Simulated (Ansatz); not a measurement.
MoNF3. The state is a singlet with charge 0. Geometry PBE-D4/def2-SVP, basis def2-TZVP, Ansatz.

```tsv
atom	x (Å)	y (Å)	z (Å)
Mo1	-0.014	0.003	0.041
N2	0.515	-0.100	-1.508
F3	-0.560	-1.715	0.471
F4	-1.399	1.233	-0.011
F5	1.458	0.580	1.008
```

```tsv
run	HOMO (eV)	LUMO (eV)
A	-9.60	-3.78
B	-12.37	-1.11
C	-12.81	-0.98
D	-8.22	-4.07
E	-9.37	-3.89
F	-8.31	-4.20
```

In the def2 sets Mo takes a core potential; there is no spin–orbit coupling. LC-ωPBE has ω = 0.4 bohr⁻¹. HSE06 is defined as in plane-wave codes, on full-range PBE exchange.

The runs used HSE06, LC-ωPBE, PBE, r2SCANh, revPBE, ωB97M-V. Estimate which is which.

A HSE06 (range-separated); B ωB97M-V (range-separated); C LC-ωPBE (range-separated); D revPBE (0 % exact exchange); E r2SCANh (10 % exact exchange); F PBE (0 % exact exchange). Exact exchange lowers occupied and raises empty levels; among semilocal functionals meta-GGAs tend to open the gap a little, and such runs are hard to tell apart. The gap grows from 4.11 eV (PBE) to 11.83 eV (LC-ωPBE). The restricted singlet is unstable towards broken spin symmetry in Hartree–Fock (as tested in another run); at HSE06-D4/def2-TZVP, ωB97M-V/def2-TZVP, LC-ωPBE/def2-TZVP, revPBE-D4/def2-TZVP and others this wasn't settled.
